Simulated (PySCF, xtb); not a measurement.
Sb(Br)(TeH)2 (BrH2SbTe2), SMILES [TeH][Sb]([TeH])[Br].

Harmonic wavenumbers (cm⁻¹) from xtb with GFN2-xTB at its own minimum, in rising order: 49, 62, 74, 116, 156, 198, 203, 210, 534, 577, 1938, 1944.

Task: What does PySCF with PBE0-D3(BJ)/def2-SVP give at its own minimum? (Estimate from the structure and the level; the computed values follow.)

Result: 49, 55, 73, 139, 169, 193, 199, 237, 524, 586, 2136, 2136. Paired by order, the mean absolute difference is 41 cm⁻¹ and the zero-point energies are 8.7 and 9.3 kcal/mol.
